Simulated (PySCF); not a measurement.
# Distorted geometries of [Nd(NH3)3]3+

[Nd(NH3)3]3+ (singlet in the valence; each metal's 4f electrons, 3 of them, lie in its core potential, out of spins and levels). PySCF 2.14.0, RKS PBE, Nd lcecp-1-SVP with ECP49, N def2-SVP, H def2-SVP; non-relativistic Hamiltonian with scalar-relativistic core potentials where named; density fitting; no spin-orbit coupling. Relaxed geometry:

```xyz
13

Nd    0.0000    0.0000    0.7760
N     2.3551   -0.0012   -0.0061
H     3.0550   -0.2708    0.7240
H     2.5849   -0.6490   -0.7941
H     2.7206    0.9174   -0.3460
N    -1.1765    2.0402   -0.0061
H    -1.2930    2.7811    0.7240
H    -0.7304    2.5630   -0.7941
H    -2.1549    1.8974   -0.3460
N    -1.1786   -2.0390   -0.0061
H    -1.7620   -2.5103    0.7240
H    -1.8544   -1.9141   -0.7941
H    -0.5658   -2.8149   -0.3460
```

**Question.** Order these distorted geometries by energy above the relaxed one, lowest first.
A.
```xyz
13

Nd   -0.0252   -0.0044    0.7840
N     2.3485    0.0406   -0.0604
H     3.1064   -0.2563    0.7618
H     2.5757   -0.6995   -0.7668
H     2.6579    0.8609   -0.4077
N    -1.1785    2.0297    0.0193
H    -1.2563    2.7602    0.7218
H    -0.7310    2.6094   -0.8265
H    -2.1427    1.9077   -0.3082
N    -1.1966   -2.0451   -0.0045
H    -1.7636   -2.4900    0.7250
H    -1.8539   -1.9337   -0.7784
H    -0.5408   -2.7796   -0.3499
```
B.
```xyz
13

Nd    0.1412   -0.0036    0.8726
N     2.1987    0.0434   -0.1201
H     3.0395   -0.2604    0.7864
H     2.4816   -0.6680   -0.7636
H     2.6588    0.8801   -0.4441
N    -1.2945    2.0879    0.0306
H    -1.2451    2.9409    0.6549
H    -0.6349    2.5200   -0.7514
H    -2.1401    1.9249   -0.2341
N    -1.0666   -2.0714    0.1337
H    -1.8033   -2.3178    0.7697
H    -1.9019   -2.1318   -1.0802
H    -0.4334   -2.9442   -0.3451
```
C.
```xyz
13

Nd   -0.0053    0.0020    0.7798
N     2.3642   -0.0001   -0.0355
H     3.0188   -0.3103    0.7360
H     2.5885   -0.7050   -0.8031
H     2.7632    0.9559   -0.3045
N    -1.1443    2.0389   -0.0066
H    -1.2736    2.7691    0.7202
H    -0.7472    2.5396   -0.8325
H    -2.1458    1.9132   -0.3706
N    -1.1854   -2.0311    0.0078
H    -1.7662   -2.5131    0.7121
H    -1.8493   -1.8802   -0.7973
H    -0.6176   -2.7790   -0.2964
```

**Answer.** C (0.17 eV), A (0.59 eV), B (3.78 eV).

**Question.** Which forces (eV/Å) act in the one that lies 3.78 eV up?

**Answer.** 
```
Nd  -2.43  0.15  0.20
N    3.11 -1.11  4.53
H   -2.52  1.00 -2.77
H    0.42 -1.35 -1.61
H    0.61  1.44 -0.74
N   11.29  2.35  2.18
H   -0.72 -0.70  0.06
H   -2.02 -1.05  0.79
H   -7.99 -1.11 -2.89
N    0.79 -0.85 -6.80
H   -0.93 -1.42  1.07
H    2.40  0.63  3.72
H   -2.01  2.01  2.26
```
Forces carry noise of the integration grid, about 0.01 to 0.03 eV/Å.

A frequency check found unstable modes (3, the lowest at -16 cm⁻¹), so the relaxed geometry is a saddle point, or these are noise. An lcecp potential fixes the number of 4f electrons, so in runs with it no electron can move into or out of that shell.
